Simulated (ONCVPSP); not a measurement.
Cs: excitation energies, all-electron against ONCV

```
Element                 : Cs (Z = 55)
Generator               : ONCVPSP 4.0.1
Type                    : optimised norm-conserving Vanderbilt (ONCV)
Functional              : BLYP
Relativity              : fully relativistic
Frozen core             : [Kr] 4d10
Valence charge          : 9
Reference configuration : 5s2 5p6 6s1
Partial waves           : 5s+6s: rc 3.10 bohr, ncon 3, nbas 7, qcut 3.6 1/bohr, 2 projectors; 5p: rc 3.05 bohr, ncon 4, nbas 9, qcut 3.8 1/bohr, 2 projectors, debl 2.6 Ha; d scattering state at 0.05 Ha: rc 3.66 bohr, ncon 4, nbas 9, qcut 3.8 1/bohr, 1 projector
Local potential         : polynomial inside 2.80 bohr (lpopt 4, dvloc0 0 Ha)
Core correction         : polynomial model core, fcfact 0.3
```

Open shells are filled in proportion to 2j + 1.

Energies are relative to the spin-unpolarised reference configuration 5s2 5p6 6s1; without spin polarisation the order of configurations can differ from experiment.

```csv
valence configuration,charge,ΔE all-electron (eV),error AE − PS (meV)
5s2 5p6 6s0.5,+0.5,1.461,0.0
5s2 5p5 6s1,+1,17.663,-13
```

(1) What are ΔE and the potential's error for 5s2 5p6 6s0 6p1?

(2) What are ΔE and the potential's error for 5s2 5p6 6s0?

Levels in the configuration 5s2 5p6 6s0.5:

| level | all-electron (eV) | pseudo (eV) |
| --- | --- | --- |
| 5s j=1/2 | -28.935 | -28.940 |
| 5p j=3/2 | -15.188 | -15.187 |
| 5p j=1/2 | -16.836 | -16.836 |
| 6s j=1/2 | -3.862 | -3.862 |

Results:

(1) ΔE = 1.458 eV all-electron; the error (AE − PS) is +3.2 meV.

(2) ΔE = 3.882 eV all-electron; the error (AE − PS) is -0.3 meV.

These tests converged, but a pseudo level misses the all-electron one widely, so the file describes the atom poorly there or has found another state: 5s2 5p6 6s0 6p1: empty 6s by 3.1 eV.
